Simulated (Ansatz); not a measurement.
Reaction (atomization): `C1C[S][GaH][O]1` → 2 C• + Ga• + 5 H• + O• + S•

Program: Ansatz. Geometries: PBE0-D4/def2-TZVP. ΔE: electronic, gas phase. CCSD(T)/CBS is the MP2 limit (def2-TZVPP, def2-QZVPP) plus CCSD(T) − MP2 in def2-TZVPP, frozen cores. This one scheme is used for every species, atoms too. For atomizations the MP2-based limit and the directly extrapolated one differ by several kJ/mol either way, and by 10 to 25 for some Ge, Se and Sn compounds, so smaller differences from it don't rank the levels. DFT in def2-TZVPP. B3LYP here is the variant with VWN-RPA as its local correlation; programs differ in this. Open shells (•) are unrestricted, without spin–orbit coupling. Spin–orbit coupling would lower the free atoms: a little for C, O, S; clearly for Ga. For Ga outer-core shells are correlated without core-valence functions, so the limit isn't a true one: a few kJ/mol of doubt a bond, and 10 to 20 or more in all where bonds break to atoms. Scalar relativity is left out up to krypton.

What is ΔE at CCSD(T)/CBS? (Estimate.)

The calculation gave: +3661.9 kJ/mol.

What do these levels give: PBE-D4, PBE0-D4, B3LYP-D4, r2SCANh-D4, BHLYP-D4, ωB97X-V, B2PLYP, revPBE, LC-ωPBE, MP2/def2-SVP, HF/def2-QZVPP, CCSD/CBS(def2)? (An estimate is asked.)

Computed: PBE-D4 3738.7, PBE0-D4 3668.1, B3LYP-D4 3622.9, r2SCANh-D4 3651.5, BHLYP-D4 3513.4, ωB97X-V 3671.5, B2PLYP 3599.3, revPBE 3561.2, LC-ωPBE 3652.2, MP2/def2-SVP 3516.8, HF/def2-QZVPP 2591.4, CCSD/CBS(def2) 3593.6 kJ/mol.

Largest T1 diagnostic among the species: 0.015.

From PBE to PBE0 (25 % exact exchange), in def2-TZVPP and without D4, ΔE moves by −66.4 kJ/mol: exact exchange takes away binding that semilocal exchange gives to molecules. The D4 term adds +43.5 kJ/mol with B3LYP and +22.4 kJ/mol with PBE0; it sums over pairs of atoms, weighted by their polarisabilities, and B3LYP, whose exchange is more repulsive, gets the larger term.
